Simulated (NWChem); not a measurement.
Molecule: BiF2, doublet; SMILES [F][Bi][F]

```xyz
3

Bi     0.0000     0.0000     0.2085
F     -1.5154     0.0000    -1.1454
F      1.5154     0.0000    -1.1454
```
Atoms are numbered in this order, from 1.

Level: PBE0/def2-SVP with def2 effective core potentials on Bi, spin-unrestricted (NWChem), optimised geometry, unscaled harmonic frequencies. In the optimisation the excess spin sits in b2 (C2v, its own frame). This spin state was assumed; another may lie lower. def2 effective core potentials on Bi; no spin-orbit coupling.

### Question
List the harmonic frequencies with IR intensities, and the thermochemistry.

### Answer
```
frequency (cm⁻¹)  IR intensity (km/mol)
----------------  ---------------------
171                                 8.6
583                                74.3
595                                50.7
```

```json
{
  "zero_point_energy": "1.9 kcal/mol",
  "thermal correction to the enthalpy at 298.15 K (with zero-point energy)": "4.9 kcal/mol",
  "heat capacity Cv": "9.9 cal/(mol K)",
  "entropy at 298.15 K and 1 atm (symmetry number 2, electronic part: spin degeneracy alone)": "70.8 cal/(mol K)"
}
```

Rigid rotor and harmonic oscillator.
